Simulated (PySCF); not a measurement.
Species: C8H5O2 (charge -1).
Bonds: O1–C2 (double), C2–O3, C2–C4, C4–C5 (aromatic), C5–C6 (aromatic), C6–C7 (aromatic), C7–C8 (aromatic), C8–C9 (aromatic), C9–C10, C4–C9 (aromatic), C8–C10. Hydrogens: H11 on C5; H12 on C6; H13 on C7; H14, H15 on C10.

Computed geometry: GFN2-xTB, gas phase.

What internal coordinates does the optimisation give?

```tsv
bond	length (Å)
O1=C2, C2–O3	1.239
C2–C4	1.562
C4–C5	1.415
C5–C6	1.382
C6–C7	1.412
C7–C8	1.356
C8–C9	1.378
C9–C10	1.488
C4–C9	1.362
C8–C10	1.490
C5–H11	1.082
C6–H12	1.084
C7–H13	1.085
C10–H14, C10–H15	1.087
```

Bonds in one row agree within 0.01 Å and their mean is given. A selection of angles:
```tsv
angle	degrees
O1–C2–O3	129.8
O1–C2–C4	115.1
C2–C4–C5	121.9
C2–C4–C9	127.0
C5–C4–C9	111.1
C4–C5–C6	124.0
C5–C6–C7	122.6
C6–C7–C8	112.7
C7–C8–C9	124.2
C7–C8–C10	173.5
C9–C8–C10	62.3
C8–C9–C10	62.5
C4–C9–C8	125.6
C4–C9–C10	171.9
C8–C10–C9	55.1
```

Dihedral angles: O1–C2–C4–C5 0° (synperiplanar).

The 3-membered ring C8–C9–C10 has internal angles of 55.1° to 62.5°. C7 (aromatic CH carbon) is planar (angles 125.7°, 121.6° and 112.7°, sum 360.0°, 0.00 Å off the plane of its three neighbours). C9 (substituted aromatic carbon) has angles 171.9°, 125.6° and 62.5°. Of the pairs four or more bonds apart, O1···H11 is among the closest relative to their van der Waals radii: 2.47 Å, 91 % of the sum of Bondi's values. The 10 heavy atoms lie in one plane (0.001 Å rms). C2 (carboxylate carbon) is planar (angles 129.8°, 115.2° and 115.1°, sum 360.0°, 0.00 Å off the plane of its three neighbours). C8 (substituted aromatic carbon) has angles 173.5°, 124.2° and 62.3°.

Point group: Cs (every atom within 0.08 Å of its image). No frequency check.
